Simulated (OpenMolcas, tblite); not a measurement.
## C3H8Si (SMILES CC(C)[SiH]): the dipole moment, rung by rung

C3H8Si: 12 atoms, total charge 0, spin state singlet. As SMILES, `CC(C)[SiH]`. The coordinates come from a PBE0-D4/def2-TZVP relaxation. This is one conformer, not always the lowest.

```xyz
12

C    -0.2531    0.9070   -1.0628
C     0.0976   -0.4363   -0.4602
C     0.7899   -0.3575    0.9041
Si   -1.1690   -1.5057    0.4676
H    -0.8401    0.7875   -1.9765
H    -0.8506    1.4989   -0.3644
H     0.6402    1.4864   -1.3224
H     0.6942   -1.0344   -1.1504
H     0.7504    0.6459    1.3250
H     0.2847   -1.0109    1.6986
H     1.8075   -0.7475    0.9085
H    -1.8748   -0.2886    1.0670
```

Each level gives the dipole moment (D). The values are calculated.

```tsv
level	kind	program	value (D)	CPU time
GFN2-xTB	semi-empirical	tblite	0.86	under 2 s
HF/6-31G* (spherical functions)	Hartree–Fock	OpenMolcas	1.86	6.6 s
SVWN5/6-31G* (spherical functions)	LDA	OpenMolcas	2.16	32 s
PBE/6-31G* (spherical functions)	GGA	OpenMolcas	2.12	44 s
revPBE/6-31G* (spherical functions)	GGA	OpenMolcas	2.12	44 s
TPSS/6-31G* (spherical functions)	meta-GGA	OpenMolcas	2.11	59 s
B3LYP/6-31G* (Cartesian functions)	global hybrid	OpenMolcas	1.93	44 s
```

The values span 0.86 to 2.16 D. Magnitudes only. CPU times are rough (shared hosts, several kinds of processor and program).
